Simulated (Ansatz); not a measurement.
C2H6Si2, SMILES `C=C[Si][SiH3]` (lower singlet; C–C–Si–Si torsion 151°) (charge 0, multiplicity 1). This singlet lies 0.68 eV below the relaxed triplet at the level B3LYP/cc-pVTZ // PBE0-D3(BJ)/def2-TZVP (Ansatz, a quantum-chemistry and plane-wave program).

All values below come from BLYP/cc-pVTZ // PBE0-D3(BJ)/def2-TZVP (Ansatz).

Ansatz 0.2 input:
```yaml
crystal:
  periodic: [false, false, false]
  atoms:
    - { symbol: C, position_ang: [-2.297227, 0.08386, -0.096488] }
    - { symbol: C, position_ang: [-1.034815, 0.165537, 0.348595] }
    - { symbol: Si, position_ang: [-0.011585, -1.387755, 0.152211] }
    - { symbol: Si, position_ang: [2.075427, -0.229485, -0.043166] }
    - { symbol: H, position_ang: [-2.945937, 0.952301, -0.191986] }
    - { symbol: H, position_ang: [-2.724278, -0.869609, -0.401049] }
    - { symbol: H, position_ang: [-0.663235, 1.141684, 0.65715] }
    - { symbol: H, position_ang: [2.198574, 0.947175, 0.869453] }
    - { symbol: H, position_ang: [2.128921, 0.289085, -1.445823] }
    - { symbol: H, position_ang: [3.274153, -1.092792, 0.151102] }
basis:
  gaussian: { orbitals: cc-pVTZ }
hamiltonian:
  xc: blyp
```

Output:

```
Functional definition: BLYP
1238 factors; their error is unknown
mean field evaluation 1: about -17907.0349 eV, gradient 8.2e1 eV
mean field evaluation 2: about -17736.2177 eV, gradient 1.9e2 eV
mean field evaluation 4: about -17922.2064 eV, gradient 2.5e1 eV
mean field evaluation 8: about -17924.6941 eV, gradient 4.2e-1 eV
mean field evaluation 16: about -17924.6395 eV, gradient 2.7e-4 eV
mean field -17924.63945796 eV, -658.7183503229 hartree, gradient 7.1e-5 eV, S^2 0.000000; 0 other end points of the search recorded, 0 dependent functions left out
reference -17924.63984061 eV, -658.7183643850 hartree; 23, 23 occupied and 189, 189 virtual orbitals, 1238 factors
Total energy: -17924.63984061 eV, -658.7183643850 hartree
```
